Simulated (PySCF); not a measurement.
# Diatomics of I with group 13

r²SCAN with double-zeta basis sets in PySCF, for the lowest determinant that a PBE0 search found; no spin–orbit coupling. De refers to high-spin ground-configuration atoms. A positive dipole means M(−)I(+).

```csv
M,basis,state (unpaired electrons),Re (Å),ωe (cm⁻¹),De (eV),μ (D)
B,x2c-SVPall,singlet (closed shell),2.140,584,3.82,1.63
Al,def2-SVP,singlet (closed shell),2.553,317,3.97,-1.57
In,def2-SVP,singlet (closed shell),2.789,177,3.70,-3.46
Tl,def2-SVP,singlet (closed shell),2.869,150,3.63,-4.54
```

Question: The row for M = Ga is missing. Estimate Re, ωe and De as the mean of the rows for Al and In, and compare with the calculation.

Answer: The means are 2.671 Å, 247 cm⁻¹ and 3.83 eV. r²SCAN in def2-SVP gives GaI as a singlet (closed shell) with Re = 2.583 Å, ωe = 222 cm⁻¹, De = 3.87 eV, so the estimate is off by +8.8 pm, +11 % and -0.04 eV.

The rows differ in basis set, which adds steps of its own.

Spin–orbit coupling is left out, which matters for elements this heavy, above all for dissociation energies.
